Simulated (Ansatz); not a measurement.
One change: `[CH3][Al-]1([Cl])[O]C=CC=[O+]1` becomes `[CH3][Al-]1([OH])[O]C=CC=[O+]1`.

Ansatz, PBE0-D4/def2-TZVP geometries, multiplicity 1. Each molecule was computed in one conformer, which needn't be the lowest.

```tsv
property	`[CH3][Al-]1([Cl])[O]C=CC=[O+]1`
size of the dipole moment (PBE/def2-TZVPP) / D	4.76
size of the dipole moment (B3LYP/def2-TZVPP) / D	5.10
zero-point energy (PBE0-D4/def2-TZVP) / kJ/mol	253.4
size of the dipole moment (ωB97M-V/def2-TZVPP) / D	5.14
HOMO–LUMO gap (ωB97M-V/def2-TZVPP) / eV	9.47
LUMO energy (PBE/def2-TZVPP) / eV	-3.51
```

Problem. What does the change do to each property? (Estimate.)

Solution. Ansatz gave: 
| property | `[CH3][Al-]1([OH])[O]C=CC=[O+]1` | shift |
| --- | --- | --- |
| size of the dipole moment (PBE/def2-TZVPP) / D | 2.66 | -2.10 |
| size of the dipole moment (B3LYP/def2-TZVPP) / D | 2.97 | -2.13 |
| zero-point energy (PBE0-D4/def2-TZVP) / kJ/mol | 283.9 | 30.5 |
| size of the dipole moment (ωB97M-V/def2-TZVPP) / D | 3.00 | -2.14 |
| HOMO–LUMO gap (ωB97M-V/def2-TZVPP) / eV | 9.54 | 0.07 |
| LUMO energy (PBE/def2-TZVPP) / eV | -3.18 | 0.33 |

The zero-point energy changes by 30.5 kJ/mol with +3 modes. Dipoles are sizes alone; their direction can turn.

B3LYP here is the variant with VWN-RPA as its local correlation; programs differ in this.
